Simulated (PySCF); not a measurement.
Stepwise substitution at one centre (Sn F-H). All species are isolated molecules in the gas phase. Strings in code marks are SMILES.

The LUMO from two functionals at the same geometries (PBE0-D3(BJ)/def2-TZVP), both in PySCF: PBE-D3(BJ)/def2-TZVP and B3LYP-D3(BJ)/def2-TZVP. B3LYP has the VWN-RPA correlation part, as in Gaussian. 

```
species                                          PBE-D3(BJ)/def2-TZVP (eV)
-----------------------------------------------  -------------------------
0 of 4 F replaced by H (`[F][Sn]([F])([F])[F]`)                      -4.61
1 of 4 F replaced by H (`[F][SnH]([F])[F]`)                          -3.16
2 of 4 F replaced by H (`[F][SnH2][F]`)                              -1.95
3 of 4 F replaced by H (`[F][SnH3]`)                                 -1.61
```

What does B3LYP-D3(BJ)/def2-TZVP give for each?


- 0 of 4 F replaced by H (`[F][Sn]([F])([F])[F]`): -4.02
- 1 of 4 F replaced by H (`[F][SnH]([F])[F]`): -2.55
- 2 of 4 F replaced by H (`[F][SnH2][F]`): -1.34
- 3 of 4 F replaced by H (`[F][SnH3]`): -1.10
Over these rows, drawn at random from the members with no instability flagged (it was tested for open shells, ions and some series alone), PBE minus B3LYP-D3(BJ): mean -0.58 eV, from -0.61 eV to -0.51 eV.
